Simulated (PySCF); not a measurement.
## Worked example: oscillator strength and radiative lifetime

B(Cl)(NH2)2 (BClH4N2), SMILES ClB(N)N.

Geometry optimised at PBE-D3(BJ)/def2-SVP. Other conformers were not sampled.

TDA-ωB97X/def2-SVPD (PySCF 2.14.0) puts the first singlet state with f over 0.02 at 7.76 eV (vertical), with the transition dipole (-0.470, 0.000, 0.000) in atomic units.

Problem. Find the oscillator strength, the wavelength and the radiative lifetime that this transition would have in vacuum if emission retraced absorption.

Solution. 
|μ|² = 0.2209 au, so |μ| = 1.19 D. ΔE = 7.76/27.211 = 0.2852 hartree. f = (2/3) ΔE |μ|² = 0.042 (the program prints 0.042).
λ = 1239.84/7.76 = 160 nm; ν = 62589 cm⁻¹.
Einstein's coefficient A = 0.6670 ν² f s⁻¹ (ν in cm⁻¹) = 1.1e8 s⁻¹, so τ = 1/A = 9.1 ns. This state is S2; the lower singlet has f = 0.000. The figure is the radiative limit of this one transition; relaxation, internal conversion, crossing to triplets and a medium change what is measured.
